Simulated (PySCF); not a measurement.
## Continuum solvent and chemical shifts

Geometry:
```
atom   x (Å)   y (Å)   z (Å)
  O1   1.304  -0.319  -1.932
  S2   0.622   0.296  -0.832
  O3   0.161   1.658  -0.808
  O4  -0.628  -0.726  -0.458
  C5  -1.864  -0.267  -0.053
  F6  -1.771   0.477   1.034
  F7  -2.584  -1.334   0.210
  F8  -2.446   0.434  -1.004
  C9   1.632  -0.015   0.701
 F10   1.928  -1.292   0.779
 F11   2.731   0.701   0.591
 F12   0.953   0.359   1.763
```

GIAO PBE0/pcSseg-1 in PySCF on one PBE0-D3(BJ)/def2-SVP conformer, non-relativistic, equivalent nuclei averaged. Solvents enter as an IEF-PCM continuum (chloroform with ε = 4.7, tetrahydrofuran with ε = 7.4, acetonitrile with ε = 35.7) around the gas-phase geometry. Shifts are referred to CS2, TMS, CFCl3 computed in the same medium.

Gas phase, δ in ppm: S2 310.3, C5 125.5, C9 125.1, F6/F7/F8 -63.6, F10/F11/F12 -84.1. Dipole moment 1.58 D.

**Question.** How does each δ change in the continuum?

**Answer.** 
| atoms | environment | Δδ, chloroform | Δδ, tetrahydrofuran | Δδ, acetonitrile |
| --- | --- | --- | --- | --- |
| S2 | sulfonyl sulfur | +0.5 | +0.5 | +0.6 |
| C5 | CF3 carbon | +0.8 | +1.0 | +1.2 |
| C9 | CF3 carbon | +1.0 | +1.1 | +1.4 |
| F6/F7/F8 | fluorine of an OCF3 group | +2.2 | +2.5 | +2.9 |
| F10/F11/F12 | fluorine of an SCF3 group | +3.7 | +4.3 | +5.1 |

Changes are relative to the gas phase. The dipole moment becomes 1.81 D in chloroform, 1.84 D in tetrahydrofuran, 1.90 D in acetonitrile.

**Question.** Which of the listed nuclei move most (in ppm), and what does the model miss? (N and O are left out, as their reference compounds move with the solvent too.)

**Answer.** F10/F11/F12 (fluorine of an SCF3 group, +5.1 ppm) in acetonitrile. A continuum only polarises the solute; specific hydrogen bonds, the anisotropy of aromatic solvents and changes of geometry or conformer are outside it.
